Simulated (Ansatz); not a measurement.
Species: chloro-bis(prop-2-enyl)borane, C$_{6}$H$_{10}$BCl (charge 0, singlet). SMILES: C=CCB(Cl)CC=C
Coordinates optimised at B3LYP-D3(BJ)/def2-TZVP (Ansatz, a first-principles code):
```
B
C 1 1.5685
H 2 1.0899 1 112.57
H 2 1.0961 3 108.63 1 -121.34
C 2 1.5081 3 110.36 4 -119.79
C 5 1.3274 2 124.75 3 -15.56
H 6 1.0821 5 121.35 2 -178.34
H 6 1.0838 7 117.05 5 179.78
H 5 1.0857 6 119.06 7 -1.07
C 1 1.5722 2 123.29 3 -167.99
H 10 1.0926 1 110.86 2 7.68
H 10 1.0980 11 107.39 1 -117.26
C 10 1.5040 11 109.95 12 -118.52
C 13 1.3268 10 124.84 11 -9.01
H 14 1.0821 13 121.41 10 -178.77
H 14 1.0843 15 116.89 13 179.82
H 13 1.0853 14 119.37 15 -0.63
Cl 1 1.7735 2 118.64 3 14.69
```

Quantity: atomisation energy (electronic, to ground-state atoms), in kcal/mol. Cores are frozen in the correlated levels unless marked. UHF or UKS for open shells. No spin-orbit coupling. No relativistic terms. The coupled-cluster limit lacks core correlation, which all-electron functionals hold. CBS(X,Y): correlation extrapolated as X^-3; Hartree-Fock from the larger set. The bracket is a focal-point correction in the basis named.

```
level                         program  atomisation energy (kcal/mol)
---------------------  --------------  -----------------------------
HF/cc-pV(T+d)Z                 Ansatz                         1360.4
PBE-D3(BJ)/def2-TZVPD  Ansatz + dftd3                         1841.3
BLYP-D4/def2-TZVPD     Ansatz + dftd4                         1790.4
r2SCAN-D4/def2-TZVPD   Ansatz + dftd4                         1804.6
B97M-V/def2-TZVPD              Ansatz                         1802.1
PBE0/6-31G*                    Ansatz                         1809.2
PBE0-D4/def2-TZVPD     Ansatz + dftd4                         1815.4
```

### Question
Estimate the value at RI-MP2/CBS(aug-cc-pV(T+d)Z,aug-cc-pV(Q+d)Z)+[CCSD(T)-MP2]/aug-cc-pV(T+d)Z as computed with Ansatz.

### Answer
1792.1 kcal/mol, so PBE0-D4/def2-TZVPD differs from it by 23.3 kcal/mol.
